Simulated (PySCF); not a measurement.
F2Mg, triplet, at a GFN2-xTB geometry (such geometries of metal compounds can be far from the true shape) (a higher spin typed on purpose: for a closed-shell molecule this is an excited state). Base run: HF/6-31G in PySCF.

The PySCF input:
```python
from pyscf import gto, scf

mol = gto.M(
    atom='''
Mg    0.00000000    0.00000000    0.00000000
F     0.00000000    0.00000000    1.86475130
F    -0.00000000   -0.00000000   -1.86475130
''',
    basis='6-31g',
    spin=2,
    verbose=4,
)

mf = scf.UHF(mol)
mf.kernel()
```

Each row names what was changed in the base input (with any setting that the change needs).

```csv
change,ΔE vs base (mEh),fitting functions,outcome
base,0.000,-,converged
only_dfj = on; auxbasis = def2-universal-jfit,-0.053,154,converged
auxbasis = def2-universal-jfit,1327.0,154,converged
auxbasis = cc-pvqz-jkfit,-,-,input refused
auxbasis = cc-pvtz-jkfit,-,-,input refused
auxbasis = cc-pvtz-ri,1.151,284,converged
auxbasis = even-tempered beta=3.0,0.578,182,converged
auxbasis = autoaux,0.457,282,converged
auxbasis = def2-universal-jkfit,0.070,266,converged
auxbasis = default (with mf = mf.density_fit()),-,-,input refused
```

A fitting set is made for a task (jfit for Coulomb, jkfit for Coulomb and exchange, ri for correlation) and for a family of orbital bases.

Open shells are given as the SCF converged; they aren't shown to be the lowest states, and a large step between rows can be another state.

- auxbasis = cc-pvqz-jkfit: ended with `pyscf.lib.exceptions.BasisNotFoundError: Basis set not found for Mg in cc-pvqz-jkfit`
- auxbasis = cc-pvtz-jkfit: ended with `pyscf.lib.exceptions.BasisNotFoundError: Basis set not found for Mg in cc-pvtz-jkfit`
- auxbasis = default (with mf = mf.density_fit()): ended with `pyscf.lib.exceptions.BasisNotFoundError: Basis set not found for Mg in cc-pvdz-jkfit`
